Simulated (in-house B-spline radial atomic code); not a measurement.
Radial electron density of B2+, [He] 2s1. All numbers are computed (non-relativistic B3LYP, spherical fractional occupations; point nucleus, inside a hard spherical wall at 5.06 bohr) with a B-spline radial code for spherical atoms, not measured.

Caution: exact exchange at fractional occupations of open shells leaves self-interaction of up to several eV.

Columns: r (bohr), 4πr²n(r) (electrons per bohr), bar.

```
  0.0116   0.1082 #
  0.0135   0.1438 #
  0.0157   0.1902 ##
  0.0183   0.2518 ##
  0.0213    0.331 ###
  0.0248   0.4333 ####
  0.0288   0.5614 #####
  0.0336   0.7283 ######
  0.0391   0.9335 ########
  0.0455    1.186 ##########
   0.053    1.493 #############
  0.0617    1.856 ################
  0.0718    2.274 ####################
  0.0836    2.743 ########################
  0.0973    3.246 ############################
   0.113    3.751 #################################
   0.132     4.25 #####################################
   0.153    4.654 ########################################
   0.179    4.952 ###########################################
   0.208    5.057 ############################################
   0.242    4.944 ###########################################
   0.282     4.59 ########################################
   0.328    4.025 ###################################
   0.382    3.297 #############################
   0.445    2.506 ######################
   0.518    1.768 ###############
   0.603    1.178 ##########
   0.702   0.7914 #######
   0.817   0.6103 #####
   0.951    0.584 #####
    1.11   0.6343 ######
    1.29   0.6765 ######
     1.5   0.6573 ######
    1.75   0.5596 #####
    2.03   0.4152 ####
    2.37    0.257 ##
    2.75   0.1351 #
    3.21  0.05517 
    3.73  0.01731 
    4.35 0.003062 
    5.01 1.217e-05
```

On this grid the curve has 2 maxima, near 0.208, 1.29 bohr.

The 2s radial function P(r) = rR(r), positive near the nucleus:

```csv
r (bohr),P
0.004,0.0213
0.00542,0.02866
0.00735,0.03848
0.00996,0.05147
0.0135,0.06852
0.0183,0.09064
0.0248,0.1188
0.0336,0.1539
0.0455,0.1959
0.0617,0.2441
0.0836,0.2943
0.113,0.3386
0.153,0.3648
0.208,0.3529
0.282,0.2797
0.382,0.1258
0.518,-0.113
0.702,-0.4047
0.951,-0.673
1.29,-0.8145
1.75,-0.7477
2.37,-0.507
3.21,-0.2349
4.35,-0.05534
```
